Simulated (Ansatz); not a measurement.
A further run on TlCl₂.

```yaml
crystal:
  periodic: [false, false, false]
  atoms:
    - {symbol: Tl, position_ang: [0.174118, 0.577809, 0.385317]}
    - {symbol: Cl, position_ang: [2.045746, -0.541057, -0.778414]}
    - {symbol: Cl, position_ang: [-2.219863, -0.036752, 0.393097]}
basis:
  gaussian: {orbitals: def2-mTZVPP}
magnetization: {spin_polarized: true, initial_magnetization: 1}
hamiltonian: {xc: {name: CAM-B3LYP}}
scf: {omitted_lower_state_checks: [starts]}
output: {forces: true}
```

```sh
$ ansatz run in.yaml --threads 4 --pin off --events-out ev --progress --plain --max-ram 3916MiB
```

It prints (some lines left out):

```
Functional definition: CAM-B3LYP
924 factors; integrals over basis functions are off by at most 2.6e-4 eV
272 factors; integrals over basis functions are off by at most 1.7e-5 eV
mean field evaluation 1: about -29739.9299 eV, gradient 1.6e1 eV
mean field evaluation 2: about -29739.9051 eV, gradient 1.9e1 eV
mean field evaluation 4: about -29741.5970 eV, gradient 4.3e-1 eV
mean field evaluation 8: about -29741.6095 eV, gradient 3.1e-2 eV
mean field evaluation 16: about -29741.6095 eV, gradient 4.7e-4 eV
mean field -29741.60949817 eV, -1092.9839894709 hartree, gradient 5.4e-5 eV, S^2 0.759839; 0 other end points of the search recorded, 0 dependent functions left out
reference -29741.60961519 eV, -1092.9839937711 hartree; 28, 27 occupied and 62, 63 virtual orbitals, 924 factors
Total energy: -29741.60961519 eV, -1092.9839937711 hartree
Atom 0 at     0.174118     0.577809     0.385317 Å, force     0.013733     0.044383     0.029530 eV/Å
Atom 1 at     2.045746    -0.541057    -0.778414 Å, force     0.097516    -0.034460    -0.043380 eV/Å
Atom 2 at    -2.219863    -0.036752     0.393097 Å, force    -0.111249    -0.009924     0.013850 eV/Å
Dipole moment:     0.129944     0.431310     0.287628 e Å
Checks for a lower state left out: starts
```

Hardware: 4 threads of Arm Neoverse V2 on a shared host. Wall time 2.1 s.

In the def2 sets Tl takes a core potential; there is no spin–orbit coupling.
